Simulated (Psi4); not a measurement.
F3Sb (SMILES [F][Sb]([F])[F]), singlet, at a GFN2-xTB geometry (core potentials on Sb), with bond 3-1 at 1.6 times its length. Base run: HF/def2-SVP (Psi4 1.11).

Geometry (Å):
```xyz
4

Sb     0.0018    -0.0027     0.4026
F     -1.2611    -0.9271    -0.7611
F     -0.2920     2.4981    -1.4406
F      1.4327    -0.6180    -0.7711
```
All else is at Psi4's defaults (density fitting).
Base energy -537.20395 Eh.

The base run was repeated with changes; each row names its change, and settings that it needs were set with it.

```
change                           ΔE vs base (µEh)  SCF cycles  basis functions        outcome
-------------------------------  ----------------  ----------  ---------------  -------------
base                                          0.0          12               68      converged
df_basis_scf = cc-pvtz-jkfit                    -           -               68  input refused
scf_type = dfdirj+link                       -355          12               68      converged
d_convergence = 1e-8                          0.0          15               68      converged
damping_percentage = 50                         -           -               68  not converged
guess = sapgau                                0.0          16               68      converged
scf_type = cd                                -114          12               68      converged
level_shift = 1.0                             0.0          11               68      converged
guess = modhuckel                             0.0          12               68      converged
scf_initial_accelerator = ediis               0.0          12               68      converged
diis_max_vecs = 15                            0.0          12               68      converged
guess = huckel                                0.0          12               68      converged
puream = true                                 0.0          12               68      converged
```

- df_basis_scf = cc-pvtz-jkfit: ended with `psi4.driver.qcdb.exceptions.BasisSetNotFound: BasisSet::construct: Unable to find a basis set for atom 1 for key JKFIT among:`
